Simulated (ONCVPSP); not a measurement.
**Varying the ONCV potential for molybdenum (Mo)**

Base potential:

| Property | Result |
| --- | --- |
| Element | Mo (Z = 42) |
| Generator | ONCVPSP 4.0.1 |
| Type | optimised norm-conserving Vanderbilt (ONCV) |
| Functional | LDA (Perdew-Zunger) |
| Relativity | scalar-relativistic |
| Frozen core | [Ar] 3d10 |
| Valence charge | 14 |
| Reference configuration | 4s2 4p6 4d5 5s0.75 (charge +0.25) |
| Partial waves | 4s+5s: rc 1.80 bohr, ncon 4, nbas 7, qcut 6.2 1/bohr, 2 projectors; 4p: rc 1.20 bohr, ncon 4, nbas 7, qcut 8 1/bohr, 3 projectors, debl 2.6 Ha; 4d: rc 1.80 bohr, ncon 4, nbas 8, qcut 6.1 1/bohr, 2 projectors, debl 2 Ha |
| Local potential | polynomial inside 1.10 bohr (lpopt 5, dvloc0 6 Ha) |
| Core correction | none |

Cutoffs, loose and tight: the cutoffs (Ha) at which the residual kinetic energy of the hardest occupied pseudo-wave falls to 1 and 0.1 mHa per electron. They do not see the model core or the augmentation charge, which bear on the density cutoff. Test errors are all-electron minus pseudo excitation energies from the reference, over the configurations 4s2 4p6 4d5 5s1; 4s2 4p6 4d5 5s0; 4s2 4p6 4d4 5s0; 4s2 4p6 4d3 5s0. A dash means not determined; rows that change the core or the reference have their own tests.

A true bound ghost makes a file unfit for plane-wave use even where its test errors are small: the radial tests pick states by their node count and pass the ghost by.

| change | outcome | cutoff, loose | cutoff, tight | bound ghosts | GHOST(+) flags above zero | largest test error (meV) |
| --- | --- | --- | --- | --- | --- | --- |
| base | generated | 30 Ha | 81 Ha | p | s | +6.4 |
| s: nbas 8 | generated | 30 Ha | 81 Ha | p | s | +6.4 |

(1) What comes out with this change to the base: d: rc 1.62?

(2) What comes out with this change to the base: d: qcut 8.8?

(3) What comes out with this change to the base: core [Kr], valence charge 6; reference 4d5.5 5s0.5; waves now 5s: rc 3.05 bohr, ncon 4, nbas 7, qcut 2.6 1/bohr, local; p scattering state at 0.31 Ha: rc 3.05 bohr, ncon 4, nbas 8, qcut 2.1 1/bohr, 2 projectors, debl 1.2 Ha; 4d: rc 2.55 bohr, ncon 4, nbas 9, qcut 5.9 1/bohr, 2 projectors, debl 3.6 Ha; local potential the s channel?

Results:

(1) outcome: generated; cutoff, loose: 30 Ha; cutoff, tight: 81 Ha; bound ghosts: p; GHOST(+) flags above zero: s, d; largest test error (meV): -3.3.

(2) outcome: generated; cutoff, loose: 30 Ha; cutoff, tight: 81 Ha; bound ghosts: p; GHOST(+) flags above zero: s; largest test error (meV): +1.6.

(3) outcome: failed: test_data: rc < rc(lloc) for l = 2. Not allowed.. Cause: the input breaks a rule of the program: no channel may have a smaller radius than the local channel.
